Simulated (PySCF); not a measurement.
Gas-phase reaction: GaH₂Cl + 2 H ⇌ GaH₃ + HCl

Method: PySCF energies (xtb for GFN2) plus ideal-gas RRHO corrections (1 bar). † marks an energy on the PBE0/def2-TZVP geometry and frequencies; other levels use their own. 6-31G* has spherical d functions here. Open shells (unrestricted): H (multiplicity 2); the rest are closed-shell singlets. GFN2 has no spin-polarisation term. B3LYP is the form with VWN-RPA correlation. Ga: all electrons, no relativistic terms. GaH₂Cl, GaH₃: computed as isolated molecules; such fragments, hydroxides, amides, oligomers or adducts are transient or little studied in the gas. The harmonic model lacks anharmonicity and excited electronic states, which grow with temperature; levels with a mode under 35 cm⁻¹ are left out.

```json
[
 {"level": "B3LYP/6-31G*", "ΔE electronic, kJ": "-336", "ΔH°(298 K), kJ": "-312", "ΔS°(298 K), J/K": "-89", "ΔG°(2500 K), kJ": "-35"},
 {"level": "BLYP/def2-TZVP†", "ΔE electronic, kJ": "-344", "ΔH°(298 K), kJ": "-320", "ΔS°(298 K), J/K": "-89", "ΔG°(2500 K), kJ": "-43"},
 {"level": "GFN2-xTB", "ΔE electronic, kJ": "-358", "ΔH°(298 K), kJ": "-338", "ΔS°(298 K), J/K": "-89", "ΔG°(2500 K), kJ": "-64"},
 {"level": "HF/6-31G*", "ΔE electronic, kJ": "-227", "ΔH°(298 K), kJ": "-202", "ΔS°(298 K), J/K": "-89", "ΔG°(2500 K), kJ": "76"},
 {"level": "HF/def2-TZVP†", "ΔE electronic, kJ": "-237", "ΔH°(298 K), kJ": "-213", "ΔS°(298 K), J/K": "-89", "ΔG°(2500 K), kJ": "64"},
 {"level": "M06-2X/def2-TZVP†", "ΔE electronic, kJ": "-319", "ΔH°(298 K), kJ": "-294", "ΔS°(298 K), J/K": "-89", "ΔG°(2500 K), kJ": "-18"},
 {"level": "PBE/def2-SVP", "ΔE electronic, kJ": "-313", "ΔH°(298 K), kJ": "-290", "ΔS°(298 K), J/K": "-89", "ΔG°(2500 K), kJ": "-15"},
 {"level": "PBE/def2-TZVP†", "ΔE electronic, kJ": "-324", "ΔH°(298 K), kJ": "-300", "ΔS°(298 K), J/K": "-89", "ΔG°(2500 K), kJ": "-23"},
 {"level": "PBE0/def2-SVP†", "ΔE electronic, kJ": "-315", "ΔH°(298 K), kJ": "-291", "ΔS°(298 K), J/K": "-89", "ΔG°(2500 K), kJ": "-14"},
 {"level": "LDA/def2-TZVP†", "ΔE electronic, kJ": "-362", "ΔH°(298 K), kJ": "-338", "ΔS°(298 K), J/K": "-89", "ΔG°(2500 K), kJ": "-62"},
 {"level": "ωB97X-V/def2-TZVP†", "ΔE electronic, kJ": "-335", "ΔH°(298 K), kJ": "-311", "ΔS°(298 K), J/K": "-89", "ΔG°(2500 K), kJ": "-35"}
]
```
ΔH° is lowest at GFN2-xTB and highest at HF/6-31G*. No reference value is set beside these.
